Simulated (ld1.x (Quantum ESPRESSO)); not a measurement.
Configuration tests for molybdenum (Mo) (TM)

ld1.x (Quantum ESPRESSO) 7.5 input, shortened:

```
&input
   title='Mo', zed=42., rel=1, dft='PZ', iswitch=3,
   config='[Kr] 4d4 5s0 5p0'
 /
 &inputp
   pseudotype=2, tm=.true., lloc=0,
   nlcc=.false.
 /
3
4P  2  1   6.00   0.00  1.15  1.15  0.0
4D  3  2   4.00   0.00  2.10  2.10  0.0
4S  1  0   2.00   0.00  1.70  1.70  0.0
 &test
   configts(1)='4s2 4p6 4d4 5s0 5p0'
 /
```

Energies are relative to the spin-unpolarised reference configuration 4s2 4p6 4d4 5s0 5p0; without spin polarisation the order of configurations can differ from experiment. Spin-polarised rows fill each open shell by Hund’s rule, majority spin first.

Problem. Give the all-electron excitation energy and the error of the potential for: 4s2 4p6 4d5 5s1 5p0; 4s2 4p6 4d5 5s0 5p0; 4s2 4p6 4d3 5s0 5p0; 4s1 4p6 4d5 5s1 5p0; 4s2 4p6 4d4 5s2 5p0; 4s2 4p6 4d2 5s0 5p0; 4s2 4p6 4d5 5s0 5p1; 4s2 4p6 4d4 5s0 5p0 (spin-polarised); 4s2 4p6 4d5 5s1 5p0 (spin-polarised).

Solution.

| valence configuration | charge | ΔE all-electron (eV) | error AE − PS (meV) |
| --- | --- | --- | --- |
| 4s2 4p6 4d5 5s1 5p0 | 0 | -22.889 | +877 |
| 4s2 4p6 4d5 5s0 5p0 | +1 | -15.703 | +18 |
| 4s2 4p6 4d3 5s0 5p0 | +3 | 26.961 | +30 |
| 4s1 4p6 4d5 5s1 5p0 | +1 | 47.417 | +1396 |
| 4s2 4p6 4d4 5s2 5p0 | 0 | -22.750 | +2028 |
| 4s2 4p6 4d2 5s0 5p0 | +4 | 66.658 | +138 |
| 4s2 4p6 4d5 5s0 5p1 | 0 | -19.644 | +142 |
| 4s2 4p6 4d4 5s0 5p0 (spin-polarised) | +2 | -2.483 | +148 |
| 4s2 4p6 4d5 5s1 5p0 (spin-polarised) | 0 | -26.812 | +1087 |

Levels in the configuration 4s2 4p6 4d3 5s0 5p0:

```json
{"level": "4s", "all-electron (eV)": "-96.375", "pseudo (eV)": "-96.238"}
{"level": "4p", "all-electron (eV)": "-70.135", "pseudo (eV)": "-70.020"}
{"level": "4d", "all-electron (eV)": "-33.111", "pseudo (eV)": "-33.043"}
```
